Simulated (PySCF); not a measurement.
Species: trithioarsenate(V) anion, AsOS3 (charge -3).
SMILES with atom numbers: `[O-:1][As:2](=[S:3])([S-:4])[S-:5]`
Bond orders are those of one Lewis drawing.
The ion is multiply charged and has no counter-ions or solvent; whether it holds all its electrons wasn't checked.

Method: PBE0-D3(BJ)/def2-SVP geometry optimisation, gas phase in PySCF; density fitting, grid level 1; the optimiser is geomeTRIC in internal coordinates, started from a GFN2-xTB structure with every atom displaced at random (about 0.01 Å).

Step 0: E = -95346.9479 eV
```
atom  x, y, z in Å  |  force x, y, z in eV/Å
O1      0.0760   -1.1091    1.7561   -0.130  -0.282   0.507
As2     0.1587   -0.1957    0.3649    0.321  -0.532   0.373
S3     -0.1000   -1.5192   -1.3620   -0.118  -0.419  -0.722
S4     -1.3785    1.3254    0.3671   -0.859   0.819  -0.025
S5      2.1223    0.7660    0.2830    0.787   0.414  -0.133
```

Step 1: E = -95347.0481 eV
```
atom  x, y, z in Å  |  force x, y, z in eV/Å
O1      0.0634   -1.1234    1.7910    0.014  -0.010   0.010
As2     0.1711   -0.2163    0.3864   -0.080   0.133  -0.102
S3     -0.1013   -1.5437   -1.4082    0.006   0.022   0.046
S4     -1.4363    1.3659    0.3699    0.093  -0.100   0.031
S5      2.1816    0.7849    0.2701   -0.032  -0.045   0.016
```

**Question.** Estimate the geometry and energy of step 2. (The exact step hangs on the optimiser's Hessian estimate; all steps are aligned on step 1, rigid shifts and turns removed.)

**Answer.** E = -95347.0491 eV, largest force 0.065 eV/Å
```
atom  x, y, z in Å  |  force x, y, z in eV/Å
O1      0.0642   -1.1196    1.7876    0.001  -0.011   0.010
As2     0.1692   -0.2125    0.3825   -0.035   0.044  -0.015
S3     -0.1000   -1.5443   -1.4059   -0.006   0.020   0.004
S4     -1.4359    1.3627    0.3729    0.049  -0.043   0.005
S5      2.1809    0.7812    0.2722   -0.009  -0.010  -0.005
```

The energy changes by -0.0010 eV. The first-order estimate −F·Δx gives -0.0018 eV and the mean of the old and new forces, exact on a quadratic surface, -0.0011 eV. The step makes an angle of 45° with the force vector and moves no atom by more than 0.006 Å.

What follows is the cost of the whole optimisation. Time: 12 s; peak memory 0.44 GiB. Hardware: an Intel Xeon 6975P-C with one thread, no GPU (shared host).
